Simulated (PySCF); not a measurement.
**Partial charges of `CSc1pcpc(C=O)p1`**

Species: C5H5OP3S.
Numbering: `[CH3:1][S:2][c:3]1[p:4][cH:5][p:6][c:7]([CH:8]=[O:9])[p:10]1` (hydrogens: H11, H12, H13 on C1; H14 on C5; H15 on C8)

Geometry (GFN2-xTB, Å), atoms numbered from 1 in this order:
```xyz
15
C5H5OP3S angstrom
C      3.390   -0.491   -0.027
S      1.934   -1.553    0.178
C      0.575   -0.433    0.047
P      0.931    1.262   -0.233
C     -0.609    2.044   -0.305
P     -2.260    1.560   -0.179
C     -2.188   -0.168    0.093
C     -3.471   -0.839    0.238
O     -3.562   -2.029    0.434
P     -0.911   -1.353    0.243
H      3.411    0.259    0.759
H      4.251   -1.147    0.055
H      3.368   -0.022   -1.008
H     -0.497    3.113   -0.476
H     -4.367   -0.195    0.158
```

Density: PBE0/pcSseg-1 (PySCF); schemes: Mulliken, IAO, Hirshfeld and ESP-fitted. Isolated species at its GFN2-xTB geometry (one conformer only).

Give the atomic charges in each scheme.

In e:

```json
{"atom": "C1", "environment": "S-methyl carbon", "Mulliken": "-0.416", "IAO": "-0.514", "Hirshfeld": "-0.119", "ESP-fitted": "-0.380"}
{"atom": "S2", "environment": "sulfide sulfur", "Mulliken": "+0.151", "IAO": "+0.230", "Hirshfeld": "+0.048", "ESP-fitted": "-0.105"}
{"atom": "C3", "environment": "substituted aromatic carbon", "Mulliken": "-0.801", "IAO": "-0.564", "Hirshfeld": "-0.130", "ESP-fitted": "+0.214"}
{"atom": "P4", "environment": "phosphorus bonded to 2 C", "Mulliken": "+0.529", "IAO": "+0.403", "Hirshfeld": "+0.127", "ESP-fitted": "-0.166"}
{"atom": "C5", "environment": "aromatic CH carbon", "Mulliken": "-0.684", "IAO": "-0.621", "Hirshfeld": "-0.168", "ESP-fitted": "-0.025"}
{"atom": "P6", "environment": "phosphorus bonded to 2 C", "Mulliken": "+0.531", "IAO": "+0.431", "Hirshfeld": "+0.124", "ESP-fitted": "-0.211"}
{"atom": "C7", "environment": "substituted aromatic carbon", "Mulliken": "-0.792", "IAO": "-0.520", "Hirshfeld": "-0.141", "ESP-fitted": "+0.117"}
{"atom": "C8", "environment": "aldehyde carbon", "Mulliken": "+0.354", "IAO": "+0.245", "Hirshfeld": "+0.096", "ESP-fitted": "+0.399"}
{"atom": "O9", "environment": "aldehyde oxygen", "Mulliken": "-0.361", "IAO": "-0.397", "Hirshfeld": "-0.223", "ESP-fitted": "-0.430"}
{"atom": "P10", "environment": "phosphorus bonded to 2 C", "Mulliken": "+0.694", "IAO": "+0.503", "Hirshfeld": "+0.153", "ESP-fitted": "-0.090"}
{"atom": "H11", "environment": "methyl hydrogen", "Mulliken": "+0.173", "IAO": "+0.166", "Hirshfeld": "+0.043", "ESP-fitted": "+0.144"}
{"atom": "H12", "environment": "methyl hydrogen", "Mulliken": "+0.170", "IAO": "+0.177", "Hirshfeld": "+0.061", "ESP-fitted": "+0.211"}
{"atom": "H13", "environment": "methyl hydrogen", "Mulliken": "+0.173", "IAO": "+0.166", "Hirshfeld": "+0.043", "ESP-fitted": "+0.143"}
{"atom": "H14", "environment": "aromatic hydrogen", "Mulliken": "+0.188", "IAO": "+0.185", "Hirshfeld": "+0.045", "ESP-fitted": "+0.167"}
{"atom": "H15", "environment": "formyl hydrogen", "Mulliken": "+0.089", "IAO": "+0.110", "Hirshfeld": "+0.041", "ESP-fitted": "+0.013"}
```

Mean size of the charges over all atoms: Mulliken 0.407 e, IAO 0.349 e, ESP-fitted 0.188 e, Hirshfeld 0.104 e. Each set sums to the total charge, 0, to within 0.001 e. The IAO scheme counts the electrons in orthogonalised intrinsic atomic orbitals, a minimal basis polarised so that it spans the occupied orbitals exactly. The Mulliken scheme gives each basis function's population to the atom it is centred on and halves the overlap population of two atoms between them.

Lowest charge. The schemes don't all agree: Mulliken C3 (-0.801); IAO C5 (-0.621); Hirshfeld O9 (-0.223); ESP-fitted O9 (-0.430).

Highest charge. The schemes don't all agree: Mulliken P10 (+0.694); IAO P10 (+0.503); Hirshfeld P10 (+0.153); ESP-fitted C8 (+0.399).

How closely do the schemes follow one another over all atoms?

Correlation coefficient and root-mean-square difference: Mulliken with IAO 0.98, 0.123 e; IAO with Hirshfeld 0.96, 0.276 e; Mulliken with Hirshfeld 0.93, 0.366 e; Hirshfeld with ESP-fitted 0.27, 0.223 e; IAO with ESP-fitted 0.14, 0.418 e; Mulliken with ESP-fitted 0.03, 0.518 e.

Sum the charges by element, for elements with more than one atom.

```
element  atoms  Mulliken     IAO  Hirshfeld  ESP-fitted
      C      5    -2.339  -1.974     -0.461      +0.324
      P      3    +1.754  +1.337     +0.404      -0.467
      H      5    +0.795  +0.804     +0.233      +0.677
```
